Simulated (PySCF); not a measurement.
Geometry:
| atom | x (Å) | y (Å) | z (Å) |
| --- | --- | --- | --- |
| N1 | -0.332 | 2.443 | -1.322 |
| C2 | -0.265 | 1.575 | -0.583 |
| C3 | -0.132 | 0.472 | 0.323 |
| Si4 | 1.534 | -0.462 | -0.025 |
| C5 | -1.283 | -0.485 | 0.157 |
| F6 | -1.189 | -1.513 | 1.021 |
| F7 | -2.482 | 0.074 | 0.376 |
| F8 | -1.331 | -1.029 | -1.067 |
| H9 | -0.159 | 0.847 | 1.350 |
| H10 | 1.489 | -0.930 | -1.404 |
| H11 | 2.562 | 0.551 | 0.193 |
| H12 | 1.590 | -1.543 | 0.954 |

PySCF 2.14 calculation with coordinates at the GFN2-xTB level and NMR shieldings at PBE0/pcSseg-1/GIAO; equivalent nuclei averaged, non-relativistic Hamiltonian, no solvent model, one conformer.

Scale: TMS for 13C (186.93 ppm), 1H (31.72 ppm), 29Si (349.16 ppm); NH3 for 15N (267.73 ppm); CFCl3 for 19F (170.95 ppm) (reference shieldings calculated alike).

```tsv
atoms	nucleus	count	Hirshfeld charge	δ (ppm)
N1	15N	1	-0.21	311.6
F6/F7/F8	19F	3	-0.08	-72.6
C3	13C	1	-0.11	21.7
Si4	29Si	1	0.34	-62.3
C2	13C	1	0.07	118.1
H9	1H	1	0.08	?
C5	13C	1	0.26	?
H10/H11/H12	1H	3	-0.06	4.27
```

**Question.** Fill in the missing shifts.

**Answer.** 
- C5: 134.7 ppm, CF3 carbon; 3 electronegative neighbours deshield it
- H9: 2.77 ppm, hydrogen on an sp3 CH bonded to Si, α to a nitrile

Shifts are as computed. Against solution values, carbons near 30 ppm lie about +3 ppm off and those near 130 ppm about +5 ppm. Of 1211 compounds with measured shifts, 218 miss one by over three times the rms of a fit or turn the order of signals round; such compounds aren't used in these exercises. Unscaled 19F shifts against computed CFCl3 carry errors that often reach 10 to 50 ppm. Experimental scales use liquid or dissolved standards, which lie at an offset from isolated NH3 (liquid NH3: subtract about 20 ppm). Unscaled 15N shifts of sp2 nitrogen come out 20 to 40 ppm too high even then.
